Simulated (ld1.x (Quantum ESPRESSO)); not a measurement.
# Pseudopotential generation for Lu: PAW, PBE, scalar-relativistic.

```
Element                 : Lu
Generator               : ld1.x (Quantum ESPRESSO) 7.5
Type                    : PAW
Functional              : PBE
Relativity              : scalar-relativistic
Frozen core             : [Kr] 4d10 5s2
Valence charge          : 23
Reference configuration : 4f14 5p6 5d1 6s1 6p0 (charge +1)
Partial waves           : 6s (bound): rcut 2.25, rcutus 3.10 bohr; 6s channel at 4.4 Ry: rcut 2.25, rcutus 3.10 bohr; 5p (bound): rcut 1.80, rcutus 2.05 bohr; 6p (bound, empty): rcut 1.80, rcutus 2.05 bohr; 5d (bound): rcut 1.90, rcutus 2.60 bohr; 5d channel at 2.35 Ry: rcut 1.90, rcutus 2.60 bohr; 4f (bound): rcut 0.85, rcutus 1.00 bohr; 4f channel at 1.25 Ry: rcut 0.85, rcutus 1.00 bohr
Local potential         : all-electron potential smoothed inside 1.00 bohr (lloc = -1)
Core correction         : Bessel-smoothed model core inside 0.60 bohr
Augmentation charge     : BESSEL, radius 0.75 bohr
```

Does the generator finish with these settings?

Yes, a potential is produced and its reference levels are reproduced.

Is the overlap operator S = 1 + Σ q|β⟩⟨β| positive definite (Bessel basis up to 400 Ry)?

No: its lowest eigenvalue is -0.318, in the s channel, so the generalised eigenproblem breaks down once the basis is large enough.

Test run stopped at test 1 of 7 (negative rho).

The ghost test of this file was not conclusive. Its overlap operator is not positive definite in a basis up to 400 Ry (lowest eigenvalue s -0.32, p -0.19), so the file is unfit for use: the generalised eigenproblem breaks down once the basis is large enough, and its test numbers describe a broken file.
